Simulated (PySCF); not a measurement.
Cl₂, singlet, at a GFN2-xTB geometry.

The PySCF input:
```python
from pyscf import gto, scf, dft
from pyscf.prop import polarizability

mol = gto.M(
    atom='''
Cl   -0.00000000   -0.00000000   -1.00842595
Cl    0.00000000    0.00000000    1.00842595
''',
    basis='aug-cc-pvdz',
    verbose=4,
)

mf = dft.RKS(mol)
mf.xc = 'camb3lyp'
mf.kernel()
alpha = mf.Polarizability().polarizability()[2, 2]
print('alpha_zz =', alpha)
```

Problem. What does this run give for the total energy, nuclear repulsion energy, Mulliken (on the basis functions themselves) charges in atom order, HOMO-LUMO gap, dipole moment?

Solution. 
| Item | Result |
|---|---|
| total energy | -920.3994 Eh |
| nuclear repulsion energy | 75.8272 Eh |
| Mulliken (on the basis functions themselves) charges in atom order | Cl1 0.00, Cl2 0.00 |
| HOMO-LUMO gap | 7.90 eV |
| dipole moment | 0.00 D |
